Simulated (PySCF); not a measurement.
## Identify the compound

Molecular formula: C6H14O. Simulated spectra:

1H NMR (400 MHz, computed): δ 3.56 (s, 3H), 3.04 (s, 2H), 0.94 (s, 9H).

13C{1H} NMR (computed): δ 87.2, 61.4, 34.8, 28.2.

PySCF 2.14.0 with density-fitted response routines calculation with PBE0/pcSseg-1 with gauge-including orbitals and GFN2-xTB structure; fast rotation and ring inversion assumed for equivalent nuclei, relativity neglected, one computed conformer, no solvent.

δ = σ(ref) − σ, references computed at the same level: TMS for 1H and 13C.

Which of these isomers gave the spectra?
A. CC(C)OC(C)C
B. CCOC(C)(C)C
C. COCC(C)(C)C

## Answers

C. 

- Rings plus π bonds: 0.
- 4 carbon signals for 6 carbons: some carbons are equivalent by symmetry or fast rotation.
- Carbon types of the structure: 1 × C, 1 × CH2, 4 × CH3, which accounts for all hydrogens.
- δC 87.2: sp3 CH2 bonded to O; pulled downfield by the heteroatom.
- δC 61.4: methyl carbon bonded to O; pulled downfield by the heteroatom.
- δH 3.56: hydrogen on a methyl carbon bonded to O; its carbon carries O, hence the downfield position.
- δH 3.04: hydrogen on an sp3 CH2 bonded to O; its carbon carries O, an electronegative neighbour.
- δH 0.94: hydrogen on a methyl carbon; far from electronegative atoms and π systems.

The others: CC(C)OC(C)C would give 2 carbon signals, not 4; CCOC(C)(C)C has carbons computed at 74.5, 60.5, 29.6, 18.6.

Shifts are as computed. Against solution values, carbons near 30 ppm lie about +3 ppm off and those near 130 ppm about +5 ppm. Of 1211 compounds with measured shifts, 218 miss one by over three times the rms of a fit or turn the order of signals round; such compounds aren't used in these exercises. No couplings were computed; multiplicities are counted from neighbouring protons, with m where these are inequivalent, close in shift, in a saturated or five-membered ring or joined by F or P, and br s for small geminal =CH2 splittings.
